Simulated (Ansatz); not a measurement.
Stepwise reaction of `C#C[Si](Cl)(C#C)C#C` with hydrogen chloride, as a gas-phase model of exchange steps in deposition or etching. ΔE in kJ/mol; ΔG adds harmonic PBE0-D4 terms to CCSD(T)/CBS, at 1 bar.

Calculated with Ansatz (gas phase, PBE0-D4/def2-TZVP geometries, no zero-point term in ΔE). CCSD(T)/CBS adds triple-zeta CCSD(T) − MP2 to the extrapolated MP2 energy (def2 sets, frozen cores). This one scheme is used for every species. Functionals use def2-TZVPP. B3LYP here is the variant with VWN-RPA as its local correlation; programs differ in this.

```csv
step,reaction,PBE-D4,B3LYP-D4,ωB97M-V,CCSD(T)/CBS,ΔG(400 K)
1,`C#C[Si](Cl)(C#C)C#C` + HCl → `C#C[Si](Cl)(Cl)C#C` + `C#C`,-58.2,-58.8,-63.1,-59.0,-53.0
2,`C#C[Si](Cl)(Cl)C#C` + HCl → `C#C[Si](Cl)(Cl)Cl` + `C#C`,-55.9,-56.4,-61.2,-56.9,-48.2
```

(1) Give the row of step 3, `C#C[Si](Cl)(Cl)Cl` + HCl → `Cl[Si](Cl)(Cl)Cl` + `C#C`. (Best estimate.)

(2) By hand: ΔE of the 3 steps together at CCSD(T)/CBS.

Results:

(1) Computed: 
| step | reaction | PBE-D4 | B3LYP-D4 | ωB97M-V | CCSD(T)/CBS | ΔG(400 K) |
| --- | --- | --- | --- | --- | --- | --- |
| 3 | `C#C[Si](Cl)(Cl)Cl` + HCl → `Cl[Si](Cl)(Cl)Cl` + `C#C` | -52.8 | -53.2 | -58.4 | -53.8 | -42.0 |

(2) (-59.0) + (-56.9) + (-53.8) = -169.7 kJ/mol, or -56.6 kJ/mol a step.

In ΔE each step is higher than the one before. All are downhill at CCSD(T)/CBS. ΔG lies between -53.0 and -42.0 kJ/mol a step. PBE-D4 differs from CCSD(T)/CBS by 0.8 to 1.0 kJ/mol a step. Isolated molecules leave out the surface, adducts and barriers. Largest T1 diagnostic: 0.013.
